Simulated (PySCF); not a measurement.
# Two-component Hartree-Fock for Ru⁺ (ruthenium, charge +1)

Start: [Kr] 4d7; 4d3/2 filled at m_j = +1/2, +3/2; 4d5/2 filled at m_j = -3/2, -1/2, +1/2, +3/2, +5/2. Calculated with PySCF 2.14 in x2c-TZVPall-2c with one added diffuse shell each of s, p, d type (9s10p8d1f, 86 functions): generalised Hartree-Fock with the X2C-1e Hamiltonian and a Gaussian nucleus; one run each with spin-orbit coupling (SO) switched off, then screened by Boettger's factors. This is a chosen level, not necessarily the ground level.

```
spinor shell  electrons  ε, spin-free (eV)  ε, screened SO (eV)  weight of nominal j (screened SO)  rms radius, screened SO (bohr)
       1s1/2          2           -22242.2             -22240.8                              1.000                          0.0384
       2s1/2          2            -3283.8              -3283.4                              1.000                           0.158
       2p1/2          2            -2935.0              -3025.6                              1.000                           0.137
       2p3/2          4            -2935.0              -2892.8                              1.000                           0.142
       3s1/2          2            -618.42              -618.28                              1.000                           0.428
       3p1/2          2            -500.78              -516.73                              1.000                           0.425
       3p3/2          4            -500.78              -493.26                              1.000                           0.436
       3d3/2          4            -311.72              -314.56                              0.992                           0.416
       3d5/2          6            -311.72              -309.67                              0.995                           0.420
       4s1/2          2            -100.97              -100.92                              1.000                            1.10
       4p1/2          2            -65.803              -70.202                              0.822                            1.21
       4p3/2          4            -65.803              -63.639                              0.911                            1.22
       4d5/2          5            -18.275              -18.973                              0.546                            1.75
       4d3/2          2            -18.275              -16.559                              0.641                            1.83
```

| quantity | spin-free | screened SO |
| --- | --- | --- |
| E (hartree) | -4527.43394 | -4528.08316 |
| M_J | 9/2 | 9/2 |
| ⟨J²⟩ | 24.765 | 24.767 |
| ⟨L²⟩ | 12.010 | 12.121 |
| ⟨S²⟩ | 3.755 | 3.735 |

Each row is a mean over spinors that exchange with the open shell spreads, by up to 7.810 eV (4p3/2).

Rows whose weight is well below 1 are mixtures of j = l ± 1/2: exchange outweighs spin-orbit coupling there, and the label is only the starting occupation.

Breit and QED terms are absent; they matter most for the inner s and p1/2 levels.

Densities and radii are taken from the X2C orbitals without a picture-change correction, which distorts them close to the nucleus.

Without spin-orbit coupling the j labels of p, d and f shells carry no meaning; the spin-free column gives the mean over the occupied spinors of each nl shell.
